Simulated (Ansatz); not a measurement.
Geometry optimisation, DFT PBEsol, scalar-relativistic, plane waves, PAW in Ansatz.

Input file:

```yaml
crystal:
  lattice:
    - [0.0, 5.43, 5.43]
    - [5.43, 0.0, 5.43]
    - [5.43, 5.43, 0.0]
  atoms:
    - { symbol: Si, position: [0.0, 0.0, 0.0] }
    - { symbol: Si, position: [0.125, 0.125, 0.125] }
    - { symbol: Si, position: [0.0, 0.0, 0.5] }
    - { symbol: Si, position: [0.125, 0.125, 0.625] }
    - { symbol: Si, position: [0.0, 0.5, 0.0] }
    - { symbol: Si, position: [0.125, 0.625, 0.125] }
    - { symbol: Si, position: [0.0, 0.5, 0.5] }
    - { symbol: Si, position: [0.125, 0.625, 0.625] }
    - { symbol: Si, position: [0.5, 0.0, 0.0] }
    - { symbol: Si, position: [0.625, 0.125, 0.125] }
    - { symbol: Si, position: [0.5, 0.0, 0.5] }
    - { symbol: Si, position: [0.625, 0.125, 0.625] }
    - { symbol: Si, position: [0.5, 0.5, 0.0] }
    - { symbol: Si, position: [0.625, 0.625, 0.125] }
    - { symbol: Si, position: [0.5, 0.5, 0.5] }
    - { symbol: Si, position: [0.625, 0.625, 0.625] }
    - { symbol: Al, position: [0.8820739, 0.8667391, 0.8678795], spin: 1.0 }
magnetization:
  spin_polarized: true
basis:
  ecutwfc: 420.0
kpoints:
  mp_grid: { grid: [2, 2, 2] }
hamiltonian:
  xc: pbesol
  pseudopotentials: { kind: paw, azcp: { folder: soft_1 } }
scf:
  occupations: { method: fermi_dirac, width: 0.02 }
  lower_state_search: "off"
relax:
  f_tol: 0.08
  max_steps: 25
  adjacent_minimum: "off"
```

Run as:

```bash
$ ansatz run input.yaml --threads 1 --pin off --max-ram 3072MiB --backend cpu --events-out ev --progress --plain --runs-dir out
```

Q: Where does it end, and by what steps?

A: The run converged. The threshold is loose, so the end isn't yet a minimum. Limits of this set-up: coarse k mesh, PAW files made for another functional. After 3 steps the energy has fallen by 0.353 eV; Si5 moved furthest, 0.09 Å.

| step | energy less start (eV) | largest force component (eV/Å) | accepted |
| --- | --- | --- | --- |
| 0 | 0.0000 | 1.216 | yes |
| 1 | -0.3080 | 0.465 | yes |
| 2 | -0.3501 | 0.086 | yes |
| 3 | -0.3531 | 0.014 | yes |

```xyz
17
Lattice="0.0000 5.4300 5.4300 5.4300 0.0000 5.4300 5.4300 5.4300 0.0000" Properties=species:S:1:pos:R:3
Si 0.041 0.047 0.046
Si 1.350 1.358 1.357
Si 2.662 2.667 0.048
Si 4.068 4.071 1.372
Si 2.662 0.049 2.666
Si 4.068 1.372 4.071
Si 5.441 2.700 2.700
Si 6.768 4.073 4.072
Si 0.041 2.668 2.668
Si 1.367 4.072 4.072
Si 2.697 5.444 2.701
Si 4.068 6.773 4.073
Si 2.697 2.701 5.444
Si 4.068 4.074 6.773
Si 5.441 5.445 5.444
Si 6.784 6.787 6.787
Al 9.495 9.503 9.502
```

The run took 28 s on 1 thread of Intel(R) Xeon(R) 6975P-C (Granite Rapids), on a shared host, peak memory 0.69 GiB.
